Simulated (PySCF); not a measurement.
Species: C12H8.
Numbering: `[CH:1]#[C:2][c:3]1[cH:4][cH:5][cH:6][c:7]2[c:8]1[CH:9]=[CH:10][C:11]2=[CH2:12]`

NICS = −σ at a ghost point: NICS(0) at the centroid of the ring atoms, NICS(1) 1 Å to either side along the normal of their mean plane, zz for the tensor component along that normal. Level: GIAO PBE0/pcSseg-1 (PySCF, non-relativistic, gas phase) on the GFN2-xTB geometry, one conformer.

Rings: 1. C3–C4–C5–C6–C7–C8; 2. C7–C8–C9–C10–C11.

```csv
set,NICS(0),"NICS(1), two faces","NICS(1)zz, two faces"
P,2.5,-2.9 / -2.9,-0.2 / -0.1
Q,-7.2,-9.9 / -9.9,-23.2 / -23.2
```

Which set (ppm) belongs to which ring?

P = 2, Q = 1.
- 1 (6-membered carbocycle; formal bonds all aromatic): mean NICS(1)zz -23.2 ppm, shielded, aromatic by this magnetic criterion (flat ring, no four-coordinate atom), though in fused rings the probe also feels the neighbouring ring.
- 2 (5-membered carbocycle; formal bonds 1 aromatic, 1 double, 3 single): mean NICS(1)zz -0.2 ppm, near zero. That is too small in size for a clear verdict by the NICS criterion, though in fused rings the probe also feels the neighbouring ring.

How do the rings differ in shape?

```json
{"ring": "1", "bond lengths (Å)": "1.401, 1.381, 1.393, 1.378, 1.409, 1.392", "rms pucker (Å)": "0.00", "HOMA": "0.97", "nearest outside atom to a NICS(1) probe (Å)": "hydrogen 2.65"}
{"ring": "2", "bond lengths (Å)": "1.409, 1.451, 1.345, 1.461, 1.468", "rms pucker (Å)": "0.00", "HOMA": "0.08", "nearest outside atom to a NICS(1) probe (Å)": "hydrogen 2.48"}
```

HOMA = 1 − mean of α(R − Ropt)² over the ring bonds, with Krygowski's 1993 parameters (CC: Ropt 1.388 Å, α 257.7 Å⁻²).

The run took 58 s wall on one thread of an Arm Neoverse V1, on a shared host. This is the whole shielding run at PBE0/pcSseg-1, SCF included.
